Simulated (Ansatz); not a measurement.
A made-up structure of LiAlF2, singlet:

```tsv
atom	x (Å)	y (Å)	z (Å)
Li1	-1.6240	-0.0434	-0.5009
Al2	0.1169	0.0031	0.0360
F3	0.6523	-1.3903	0.6831
F4	0.8548	1.4307	-0.2182
```

It is relaxed with PBE-D4/def2-SVP and then PBE0-D4/def2-TZVP (Ansatz 0.2.0). Atoms count as bonded within 1.22 times the sum of their covalent radii (H–H: 0.88 Å). The end point is not checked to be a true minimum.

Question: Does its bonding change? (A judgement: the text doesn't fix the answer.)

Answer: Computed: No: no bond forms or breaks.

Where it ends: The first stage lowers the energy by 2.65 eV in 8 steps. It ends as LiAlF₂ ([Li][Al]([F])[F]):
```
4
angstrom
Li -2.3133 -0.0619 -0.7137
Al 0.1663 0.0045 0.0514
F 0.9798 -1.2772 0.7483
F 1.1673 1.3346 -0.0861
```

Labels in which every atom is bracketed show which atoms are joined, not bond orders.

For scale, one of the runs: PBE0-D4/def2-TZVP relaxation, 113 basis functions, launched by `ansatz run in.yaml --threads 2 --pin off --events-out ev --progress --plain --max-ram 4352MiB`. Hardware: 2 CPU threads of an Arm Neoverse V2, shared host. Wall time about 10 s.
